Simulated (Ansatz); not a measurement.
Reactions of BCl2HSe, SMILES `ClB(Cl)[SeH]`.

Program: Ansatz. Geometries: PBE0-D4/def2-TZVP. ΔE: electronic, gas phase. CBS: MP2 limit from def2 TZ/QZ plus the TZ coupled-cluster correction, frozen cores. This one scheme is used for every species, atoms too. Double bonds are as drawn, so ΔE can hold a change between cis and trans. Functionals use def2-TZVPP. No spin–orbit coupling; open shells (•) take unrestricted orbitals. Spin–orbit coupling would lower the free atoms: a little for B, Cl; clearly for Se. def2 core potentials past Kr. For Br, I, Se outer-core shells are correlated without core-valence functions, so the limit isn't a true one: a few kJ/mol of doubt a bond, and 10 to 20 or more in all where bonds break to atoms. Scalar relativity is left out up to krypton. One conformer a species, not always the lowest.

```csv
reaction,CCSD(T)/CBS(def2) (kJ/mol)
`ClB(Cl)[SeH]` → B• + 2 Cl• + H• + Se•,1586
`ClB(Cl)[SeH]` + `O/C=C\Cl` → `O/C=C(/Cl)[SeH]` + `ClBCl`,128
`ClB(Cl)[SeH]` + `C[SiH]1C=C1` → `CB(Cl)[SeH]` + `Cl[SiH]1C=C1`,-35
`ClB(Cl)[SeH]` + `C[O][AlH2]` → `C[O][AlH][SeH]` + `ClBCl`,?
`ClB(Cl)[SeH]` + `OCC(F)(F)F` → `FC(F)(F)COB(Cl)Cl` + H₂Se,-58
`ClB(Cl)[SeH]` → `Cl[B]Cl`• + `[SeH]`•,409
`ClB(Cl)[SeH]` + H₂O → `OB(Cl)Cl` + H₂Se,-61
`ClB(Cl)[SeH]` + HI → `ClB(Cl)I` + H₂Se,?
`ClB(Cl)[SeH]` + HBr → `ClB(Cl)Br` + H₂Se,-1
`ClB(Cl)[SeH]` + H–F → `FB(Cl)[SeH]` + HCl,?
```

Q: Fill in the missing values. (An estimate is asked.)

A: The calculation gave: `ClB(Cl)[SeH]` + `C[O][AlH2]` → `C[O][AlH][SeH]` + `ClBCl`: -65.6 kJ/mol; `ClB(Cl)[SeH]` + HI → `ClB(Cl)I` + H₂Se: +11.1 kJ/mol; `ClB(Cl)[SeH]` + H–F → `FB(Cl)[SeH]` + HCl: -46.0 kJ/mol.

Largest T1 diagnostic: 0.015, for `Cl[B]Cl`•.
